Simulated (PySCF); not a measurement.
Radial density of Al (aluminium, neutral)

TPSS, [Ne] 3s1 3p1 3d1, one real determinant (an excited configuration). Calculation: PySCF 2.14, in aug-cc-pV(Q+d)Z (7s6p5d3f2g, 89 functions); no relativity, point nucleus.

```csv
r (bohr),4πr²ρ (e/bohr),4πr²(ρα − ρβ)
0.00198,0.06539,0.0001
0.00333,0.1787,0.0004
0.00560,0.4765,0.0010
0.00941,1.221,0.0027
0.0158,2.925,0.0064
0.0266,6.260,0.0135
0.0448,11.11,0.0230
0.0754,14.51,0.0265
0.127,12.13,0.0185
0.213,8.485,0.0488
0.359,11.68,0.1438
0.603,10.76,0.0657
1.01,3.224,0.0883
1.71,0.9412,0.7630
2.87,0.7533,0.7525
4.83,0.2451,0.2451
8.12,0.1100,0.1100
13.7,0.002836,0.0028
```

⟨L²⟩ = 8.01 against 12 for a pure F term, so this real determinant mixes terms. The outer electron is Rydberg-like, and this basis confines it to a smaller radius and binds it less than a complete one would.
